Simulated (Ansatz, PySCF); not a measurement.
Species: sum formula H2BO, charge -1, multiplicity 1. It need not be the lowest isomer of its formula. Whether it binds its extra electron was not tested at this geometry. 
Coordinates optimised at B3LYP-D3(BJ)/def2-TZVP (Ansatz, a program for electronic structure):
SMILES: B[O-]
```xyz
4

B     -0.5488     0.1790    -0.1233
O      0.6455    -0.2105     0.1450
H     -1.4037    -0.5182    -0.7351
H     -1.0164     1.3075     0.1916
```
Charge -1, spin multiplicity 1.

Total electronic energies in hartree. Cores are frozen in the correlated levels unless marked. Spin-orbit coupling is left out. Non-relativistic. CBS marks a two-point X^-3 extrapolation of the correlation energy; Hartree-Fock from the larger set. The bracket is a focal-point correction in the basis named.

| level | program | energy (Eh) |
|---|---|---|
| HF/aug-cc-pVDZ | Ansatz | -100.74299 |
| HF-D3(BJ)/def2-TZVPD | PySCF + dftd3 | -100.78458 |
| SVWN5/def2-TZVPD | Ansatz | -100.53138 |
| HSE06-D3(BJ)/def2-TZVPD | Ansatz + dftd3 | -101.23826 |
| SCS-MP2/def2-QZVPP | Ansatz | -101.17226 |
| CCSD/STO-3G | Ansatz | -99.34266 |
| CCSD(T)/cc-pVDZ | PySCF | -101.04298 |
| RI-MP2/CBS(aug-cc-pVTZ,aug-cc-pVQZ)+[CCSD(T)-MP2]/aug-cc-pVDZ | Ansatz | -101.2186 |
| CCSD(T)/CBS(aug-cc-pVTZ,aug-cc-pVQZ) | Ansatz | -101.2138 |

Totals of different functionals don't rank their quality; only differences between species are comparable.
